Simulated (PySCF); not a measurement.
Compound: CoI2(H2O)2 (doublet state).
Bonds: Co1–I2, Co1–I3, Co1–O4, Co1–O7. Hydrogens: H5, H6 on O4; H8, H9 on O7.

Computed by this run: PySCF, PBE0-D3(BJ)/def2-SVP geometry optimisation, gas phase, def2 core potentials past Kr; unrestricted, density fitting, grid level 1; the optimiser is geomeTRIC in internal coordinates, started from a GFN2-xTB structure with every atom displaced at random (about 0.03 Å).

Geometry at step 4:
```
atom  x, y, z in Å
Co1     0.4929   -0.0127    0.2911
I2     -0.1539    0.1048    2.7364
I3      2.5489   -0.1429   -1.1710
O4     -0.4433    1.6546   -0.4361
H5      0.0309    2.2034   -1.0742
H6     -0.7729    2.2322    0.2686
O7     -0.5765   -1.6656   -0.2997
H8     -0.9521   -2.1414    0.4547
H9     -0.0412   -2.3019   -0.7955
```

Q: Give the atomic forces at this geometry.

A: 
```tsv
atom	Fx (eV/Å)	Fy (eV/Å)	Fz (eV/Å)
Co1	0.083	-0.010	-0.015
I2	0.045	0.003	-0.019
I3	-0.019	-0.011	0.039
O4	-0.238	0.152	0.028
H5	0.087	-0.014	0.040
H6	0.066	-0.026	-0.065
O7	-0.053	-0.174	-0.058
H8	0.018	0.026	0.033
H9	0.011	0.053	0.016
```

The largest, 0.28 eV/Å, acts on O4; the rms over all components is 0.075 eV/Å. The forces sum to zero within rounding, as they must for an isolated molecule in no field.

Q: Give the force on O4 in Eh/bohr and in nN.

A: 0.284 eV/Å ÷ 51.422 = 0.00552 Eh/bohr, and 0.284 eV/Å × 1.602 = 0.46 nN.

Q: How far is this geometry from the end of the optimisation?

A: 0.025 eV above it, and 0.112 Å rms away after alignment. The bonds farthest from their final lengths, with half the difference of the two atoms' forces along the bond (positive lengthens):

```tsv
bond	now (Å)	final (Å)	force along bond (eV/Å)
Co1–O4	2.046	2.069	+0.13
Co1–O7	2.055	2.070	+0.11
Co1–I2	2.532	2.525	0.00
Co1–I3	2.526	2.522	-0.06
O4–H5	0.966	0.968	+0.03
```

The angle farthest from its final value is Co1–O4–H5, 118.2° against 109.2°.

Of the 2 listed bonds off by 0.010 Å or more, this force points towards the final length in 2.

The cost below is that of the whole optimisation. Time: 11 min of wall time; peak memory 0.61 GiB. Hardware: an Arm Neoverse V1 with one thread, no GPU, shared host with 32 logical CPUs at a one-minute load of 14.
